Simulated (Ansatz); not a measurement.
Isolated molecules relaxed with PBE0-D4/def2-TZVP in Ansatz; ΔE leaves out vibrations. CBS: MP2 limit from def2 TZ/QZ plus the TZ coupled-cluster correction, frozen cores. This one scheme is used for every species. DFT in def2-TZVPP. Elements past krypton have def2 core potentials. For I outer-core shells are correlated without core-valence functions, which leaves a few kJ/mol of doubt a bond. Each species was taken in one conformer, which may not be the lowest.

Reaction (ligand exchange at the Si–S bond): `S[Si](Cl)(Cl)Cl` + HI → `Cl[Si](Cl)(Cl)I` + H₂S

`S[Si](Cl)(Cl)Cl`:

Cartesian coordinates in Å:
```
S 0.257 0.964 -1.443
Si -0.136 0.018 0.396
Cl -0.875 1.455 1.620
Cl -1.493 -1.485 0.214
Cl 1.539 -0.784 1.222
H 0.708 -0.170 -2.010
```

HI:

Cartesian coordinates in Å:
```
I 0.242 0.642 -0.421
H -0.242 -0.642 0.421
```

`Cl[Si](Cl)(Cl)I`:

Z-matrix (Å, degrees):
```
Si
Cl 1 2.027
Cl 1 2.027 2 108.9
I 1 2.410 2 110.0 3 120.7
Cl 1 2.027 2 108.9 3 -118.6
```

H₂S:

Z-matrix (Å, degrees):
```
S
H 1 1.341
H 1 1.341 2 92.3
```

Problem. Is it downhill or uphill in electronic energy at CCSD(T)/CBS, and by how much? (An estimate is asked.)

Solution. The calculation gave: Downhill: ΔE = -4.7 kcal/mol.

Problem. What do these levels give: revPBE-D4, ωB97X-V, PBE-QIDH, MP2/def2-SVP, MP2/def2-QZVPP, MP2/CBS(def2)? (Best estimate.)

Solution. The calculation gave: revPBE-D4 -3.3, ωB97X-V -3.3, PBE-QIDH -3.9, MP2/def2-SVP -3.1, MP2/def2-QZVPP -5.6, MP2/CBS(def2) -6.3 kcal/mol.

Largest T1 diagnostic among the species: 0.010.

Leaving LDA and LC-ωPBE aside and taking each functional with its dispersion term where it has one, the values, not all of them listed here, spread over 2.2 kcal/mol, from BHLYP-D4 to B97M-V. At CCSD(T), def2-SVP lies +2.4 kcal/mol from the extrapolated value and def2-TZVPP +1.7 kcal/mol.
